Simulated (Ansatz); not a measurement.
PbCl₄, relaxed as a singlet with RKS PBE-D4/def2-SVP in Ansatz, starting from the GFN2-xTB geometry. Force threshold 0.02 eV/Å.

In the def2 sets Pb takes a core potential; there is no spin–orbit coupling.

Start:

```xyz
5

Pb   -0.0004   -0.0009   -0.0014
Cl    1.9083   -1.5882   -0.0185
Cl    0.4233    1.7750    1.6840
Cl   -2.0866   -1.2136    0.5826
Cl   -0.2446    1.0277   -2.2468
```

(1) Estimate the energy that the relaxation releases and the steps that it takes.

(2) Does the start keep its bonding and symmetry?

(3) Predict the relaxed structure.

Results:

(1) 0.7 kcal/mol, in 3 steps; 4.2 s on 2 threads of AMD EPYC 7R13 on a shared host. No frequencies were taken in this run, so the end may be a saddle point.

(2) By distances, no bond broke or formed. The bond that changes most is Pb1–Cl3, from 2.48 to 2.45 Å (atoms count from 1). Point group Td at the start, Td at the end, both within 0.05 Å.

(3) 
```xyz
5

Pb    0.000    0.000    0.000
Cl    1.879   -1.567   -0.020
Cl    0.415    1.751    1.658
Cl   -2.055   -1.197    0.575
Cl   -0.240    1.014   -2.214
```
Bond lengths: 4 × Cl–Pb 2.45 Å.
